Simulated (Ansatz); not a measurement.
`[SiH3][GeH2][Cl]` → `[Cl][GeH]` + SiH₄ at 400 K and 1 bar (germylene formation by 1,1-elimination).

Gas-phase electronic energies from Ansatz, PBE0-D4/def2-TZVP geometries. CBS: MP2 limit from def2 TZ/QZ plus the TZ coupled-cluster correction, frozen cores. This one scheme is used for every species. For Ge outer-core shells are correlated without core-valence functions, which leaves a few kJ/mol of doubt a bond. Scalar relativity is left out up to krypton.

```json
{"species": "`[SiH3][GeH2][Cl]`", "CCSD(T)/CBS energy (Eh)": "-2828.00643", "H − E (kJ/mol)": "139.1", "S (J/(mol·K))": "367.0"}
{"species": "`[Cl][GeH]`", "CCSD(T)/CBS energy (Eh)": "-2536.49422", "H − E (kJ/mol)": "33.6", "S (J/(mol·K))": "277.3"}
{"species": "SiH₄", "CCSD(T)/CBS energy (Eh)": "-291.46306", "H − E (kJ/mol)": "96.9", "S (J/(mol·K))": "218.6"}
```

H − E and S are ideal-gas, rigid-rotor, harmonic terms from PBE0-D4/def2-TZVP. 1 Eh = 2625.50 kJ/mol, R = 8.31446 J/(mol·K).

Q: By hand: ΔE, ΔH, ΔS and ΔG.

A: ΔE = (-2536.49422) + (-291.46306) − (-2828.00643) = 0.04915 Eh = 129.0 kJ/mol. Δ(H − E) = 33.6 + 96.9 − 139.1 = -8.6, so ΔH = 120.4 kJ/mol. ΔS = 277.3 + 218.6 − 367.0 = 128.9 J/(mol·K). ΔG = 120.4 − 400 × (128.9)/1000 = 68.8 kJ/mol.

Q: By hand: the equilibrium constant, and the temperature at which ΔG would vanish if ΔH and ΔS stayed fixed.

A: log₁₀ K = −ΔG/(RT ln 10) = -9.0. ΔG = 0 at ΔH/ΔS = 934 K.

The number of gas molecules changes by +1, which sets the sign of ΔS. A doubt of 5 kJ/mol in ΔE shifts log₁₀ K by 0.7 here. These are equilibria of isolated gas molecules and say nothing of rates. Largest T1 diagnostic: 0.013 (customary marks: 0.02 for closed shells, 0.045 for open ones).
